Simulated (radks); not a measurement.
Sn2.5+, configuration [Kr] 4d10 5s(up 0.75, down 0.75) (fractional occupations, a model configuration).

All-electron calculation, scalar-relativistic Kohn-Sham, PBE, spin-polarised, spherical densities, finite nucleus; Fermi nuclear charge, rms radius 4.6519 fm. Program: a radial shooting solver on a logarithmic mesh with Libxc functionals.

Energy parts (hartree):
part                        energy
total                  -6175.75200
kinetic                 6447.68885
electron-nucleus      -14893.24352
Hartree                 2433.96432
exchange-correlation    -164.16165

Orbitals (lengths in bohr, moments of r in powers of bohr):
orbital  occ.  eigenvalue (hartree)     <r^2>   <1/r>
1s          2             -1067.058  0.001143   53.08
2s          2             -161.8217   0.01857   12.11
2p          6             -145.3612   0.01466   11.65
3s          2             -31.92294    0.1317   4.302
3p          6             -26.54303    0.1323   4.095
3d         10             -18.25999    0.1175   3.865
4s          2              -5.78047    0.7579   1.695
4p          6              -4.15494    0.8951   1.539
4d         10              -1.80199     1.394   1.226
5s        1.5              -1.13749     5.274  0.5956

The highest occupied level is 5s at -30.953 eV. The electron density at the nucleus is 1.966e+05 e/bohr^3 (large components only).
